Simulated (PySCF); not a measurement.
## A thermochemical cycle for KTe

PBE in PySCF with x2c-SVPall on every atom, spin-free X2C, for the lowest determinant that a PBE0 search found; no spin–orbit coupling. KTe, a doublet (π ↑), has De = 2.19 eV to neutral atoms, and KTe⁺, a triplet (π ↑↑), has De = 0.53 eV to K⁺ + Te.

At the same level the K atom ionises at 4.43 eV.

What is the adiabatic ionisation energy of the molecule, and does ionisation strengthen or weaken the bond?

IE = IE(K) + De(neutral) − De(ion) = 4.43 + 2.19 − 0.53 = 6.09 eV. De changes by -1.66 eV, so ionisation weakens the bond.

These are scalar-relativistic numbers at best; spin–orbit coupling would shift them, the dissociation energy most. For an ion De counts to the pair picked by the measured ionisation energies or electron affinities, which need not be the lowest pair at this level. States were picked by a PBE0 search and need not be the measured ground states.
